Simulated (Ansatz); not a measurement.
Ansatz (a program for electronic structure) input (RI-MP2/cc-pVQZ):
A basis named .json is the Basis Set Exchange file of that set.

Ansatz 0.2 input:
```yaml
crystal:
  periodic: [false, false, false]
  atoms:
    - {symbol: C, position_ang: [-1.57917464, 0.14857349, -0.08929637]}
    - {symbol: C, position_ang: [-0.27344075, -0.45258751, -0.46410507]}
    - {symbol: N, position_ang: [0.85890302, -0.02120900, 0.10449428]}
    - {symbol: C, position_ang: [1.84024213, 0.38058842, 0.62392539]}
    - {symbol: H, position_ang: [-1.59476944, 1.22313460, -0.30006660]}
    - {symbol: H, position_ang: [-1.77426594, 0.03353029, 0.98205094]}
    - {symbol: H, position_ang: [-2.38906761, -0.32425806, -0.64181266]}
    - {symbol: H, position_ang: [-0.17997858, -1.24339010, -1.19477523]}
basis:
  gaussian:
    orbitals: cc-pVQZ
    fitting: {mean_field: def2-universal-jkfit, correlation: cc-pVQZ-RIFIT.json}
magnetization: {spin_polarized: true, initial_magnetization: 1}
correlation: {method: mp2, electrons: outside_noble_gas}
```

Output:

```
Functional definition: HF
integrals: 0.44 GiB planned
374 factors; integrals over basis functions are off by at most 3.9e0 eV
mean field: 1.07 GiB planned
mean field evaluation 1: about -4633.6073 eV, gradient 2.1e1 eV
mean field evaluation 2: about -4635.8152 eV, gradient 8.6e0 eV
mean field evaluation 4: about -4636.3019 eV, gradient 1.6e0 eV
mean field evaluation 8: about -4636.3544 eV, gradient 2.7e-2 eV
mean field -4636.35445545 eV, -170.3828836040 hartree, gradient 1.4e-6 eV, S^2 0.832089; 0 other end points of the search recorded, 0 dependent functions left out
4 core orbitals not correlated
748 factors; their error is unknown
reference -4636.35445545 eV, -170.3828836040 hartree; 11, 10 occupied and 325, 326 virtual orbitals, 748 factors
second order -18.39359444 eV of doubles, -0.00000000 eV of singles
Total energy: -4654.74804990 eV, -171.0588357321 hartree
```

It need not be the lowest isomer of its formula.
